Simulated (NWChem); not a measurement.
# PbSiH4, singlet; SMILES [SiH3][PbH]

```xyz
6

Pb    -0.0201     0.4836     0.0000
H      1.8324     0.3878     0.0000
Si    -0.0147    -2.2573     0.0000
H      0.7041    -2.7859     1.2078
H      0.7041    -2.7859    -1.2078
H     -1.3830    -2.8722     0.0000
```
Atoms are numbered in this order, from 1.

Program: NWChem. Low-valent species are run as closed-shell singlets; no triplet was tried in these runs. Geometry: optimised at PBE0/def2-SVP. Not confirmed as a minimum by frequencies. def2 effective core potentials on Pb; no spin-orbit coupling. Ions are spin-unrestricted doublets at the neutral geometry; other ion states weren't tried.

For level CAM-B3LYP/def2-SVP:

* **−ε(HOMO) (eV)**: 7.48

Question: How do the values read with level PBE/def2-SVP instead?

Answer: −ε(HOMO) (eV): 5.49
